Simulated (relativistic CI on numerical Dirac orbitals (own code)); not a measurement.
## Line list: Forbidden lines, La XXII

Method of calculation: Dirac-Coulomb-Breit CI, separate exchange-only KLI orbitals for each configuration, model QED (radiative potential, 1s self-energy scaled to tabulated hydrogen-like ionisation energies), unscaled Slater integrals (own radial code, finite nucleus).

Configuration list (outside the closed core [Ar] 3d10): 4s²4p⁶, 4s²4p⁵4d, 4s4p⁶4d, 4s²4p⁵4f, 4s4p⁶4f, 4s²4p⁵5s, 4s²4p⁵5p, 4p⁶4d4f, 4s4p⁶5s, 4s²4p⁵5d, 4s4p⁶5p, 4s²4p⁵5f, 4s²4p⁵5g, 4s4p⁶5d, 4s²4p⁵6s, 4s²4p⁵6p, 4s4p⁶5f, 4s²4p⁵6d, 4p⁶4f5s, 4s²4p⁵6f, 4s4p⁶5g, 4p⁶4d², 4p⁵4d³, 4p⁵4d²4f, 4p⁵4d²5s, 4p⁵4d²5p, 4p⁶4f², 4p⁵4d4f², 4p⁵4f³, 4p⁵4f²5s, 4p⁵4f²5p, 4p⁶4d5s, 4p⁵4d4f5s, 4p⁵4d5s², 4p⁵4d5s5p. Double excitations out of closed p, d and f shells are left out; levels of such configurations are missing from the list, as are those of other unlisted configurations, and high levels can miss mixing partners. These lack a partner that the ground configuration has and come out too high: 4s²4p⁵5d, 4s²4p⁵5f, 4s²4p⁵5g, 4s²4p⁵6s, 4s²4p⁵6p.

| λ vac (Å) | Lower | Upper | Type | A (s⁻¹) | E lower (Ry) | E upper (Ry) |
| --- | --- | --- | --- | --- | --- | --- |
| 33.080 | 4s²4p⁵4d ³F°4 [6] | 4p⁵4d³ ³H°6 [161] | E2 | 3.29e+05 | 7.0749 | 34.6224 |
| 33.501 | 4s²4p⁵4d ³F°4 [6] | 4p⁵4d³ ³I°6 [139] | E2 | 1.47e+05 | 7.0749 | 34.2758 |
| 33.873 | 4s²4p⁵4d ³F°4 [6] | 4p⁵4d³ ⁵G°6 [125] | E2 | 1.71e+05 | 7.0749 | 33.9774 |
| 63.316 | 4s4p⁶4d ³D1 [14] | 4p⁶4d² ³P1 [63] | E2 | 3.21e+07 | 13.1503 | 27.5427 |
| 63.879 | 4s4p⁶4d ¹D2 [17] | 4p⁶4d² ¹S0 [70] | E2 | 6.53e+07 | 14.1554 | 28.4209 |
| 63.911 | 4s4p⁶4d ³D3 [16] | 4p⁶4d² ¹G4 [67] | E2 | 1.30e+07 | 13.4939 | 27.7524 |
| 64.213 | 4s4p⁶4d ³D2 [15] | 4p⁶4d² ³F4 [61] | E2 | 1.26e+07 | 13.2631 | 27.4545 |
| 64.522 | 4s4p⁶4d ³D1 [14] | 4p⁶4d² ³F3 [59] | E2 | 1.30e+07 | 13.1503 | 27.2738 |
| 64.864 | 4s4p⁶4d ³D3 [16] | 4p⁶4d² ³P1 [63] | E2 | 3.02e+07 | 13.4939 | 27.5427 |
| 65.041 | 4s4p⁶4d ³D2 [15] | 4p⁶4d² ³F3 [59] | E2 | 3.07e+07 | 13.2631 | 27.2738 |
| 65.274 | 4s4p⁶4d ³D3 [16] | 4p⁶4d² ³F4 [61] | E2 | 4.05e+07 | 13.4939 | 27.4545 |
| 65.540 | 4s4p⁶4f ³F°4 [37] | 4p⁵4d³ ¹I°6 [224] | E2 | 5.55e+05 | 22.2715 | 36.1756 |
| 65.543 | 4s4p⁶5s ³S1 [56] | 4p⁶4d5s ³D3 [281] | E2 | 3.12e+07 | 27.0106 | 40.9139 |
| 66.130 | 4s4p⁶4d ³D3 [16] | 4p⁶4d² ³F3 [59] | E2 | 1.74e+07 | 13.4939 | 27.2738 |
| 66.274 | 4s²4p⁵4d ³P°0 [2] | 4s²4p⁵5s ³P°2 [30] | E2 | 4.81e+06 | 6.5910 | 20.3409 |
| 66.992 | 4s²4p⁵4d ³P°1 [3] | 4s²4p⁵5s ³P°2 [30] | E2 | 1.33e+07 | 6.7384 | 20.3409 |
| 67.020 | 4s4p⁶4d ¹D2 [17] | 4p⁶4d² ¹G4 [67] | E2 | 4.37e+07 | 14.1554 | 27.7524 |
| 67.066 | 4s4p⁶5s ³S1 [56] | 4p⁶4d5s ³D1 [279] | E2 | 2.72e+07 | 27.0106 | 40.5981 |
| 67.109 | 4s4p⁶4f ³F°4 [37] | 4p⁶4d4f ³H°6 [210] | E2 | 2.85e+07 | 22.2715 | 35.8505 |
| 67.111 | 4p⁶4d² ³F2 [57] | 4p⁶4d5s ³D1 [279] | E2 | 3.45e+07 | 27.0197 | 40.5981 |
| 67.615 | 4s²4p⁵4d ³F°2 [10] | 4s²4p⁵5s ³P°0 [32] | E2 | 4.57e+07 | 8.4362 | 21.9134 |
| 67.705 | 4p⁶4d² ³F4 [61] | 4p⁶4d5s ³D3 [281] | E2 | 3.73e+07 | 27.4545 | 40.9139 |
| 68.016 | 4s²4p⁵4d ³F°3 [4] | 4s²4p⁵5s ³P°2 [30] | E2 | 1.46e+07 | 6.9432 | 20.3409 |
| 68.249 | 4s²4p⁵4d ³D°2 [5] | 4s²4p⁵5s ³P°2 [30] | E2 | 1.94e+07 | 6.9889 | 20.3409 |
| 68.391 | 4p⁶4d² ³F3 [59] | 4p⁶4d5s ³D1 [279] | E2 | 2.05e+07 | 27.2738 | 40.5981 |
| 68.692 | 4s²4p⁵4d ³F°4 [6] | 4s²4p⁵5s ³P°2 [30] | E2 | 3.75e+07 | 7.0749 | 20.3409 |
| 69.464 | 4s²4p⁵4d ³D°2 [11] | 4s²4p⁵5s ³P°0 [32] | E2 | 5.28e+07 | 8.7948 | 21.9134 |
| 69.567 | 4p⁶4d² ³P2 [62] | 4p⁶4d5s ³D1 [279] | E2 | 1.30e+07 | 27.4990 | 40.5981 |
| 69.800 | 4p⁶4d² ³P1 [63] | 4p⁶4d5s ³D1 [279] | E2 | 1.79e+07 | 27.5427 | 40.5981 |
| 70.905 | 4s²4p⁵4d ³D°3 [8] | 4s²4p⁵5s ³P°2 [30] | E2 | 1.18e+07 | 7.4889 | 20.3409 |

Terms are leading LS components. Brackets give the number of a level in order of energy, since labels repeat. The list gives strong lines, with weight on those to low levels, among the lowest 400 of 2891 levels, so that lines to higher ones, which can be the strongest, are missing. Levels whose partners in the same complex of configurations lie outside the list can be far off, and so can their lines. Rates are taken at the computed energies, electric ones in the length gauge.

At this charge energies of transitions that change n are usually good to better than 1 %, and those within a shell (Δn = 0) to a few per cent.

LS names give the leading component of a level, which can be under half, so a name can repeat, a term be missing and a line seem to break the LS rules.
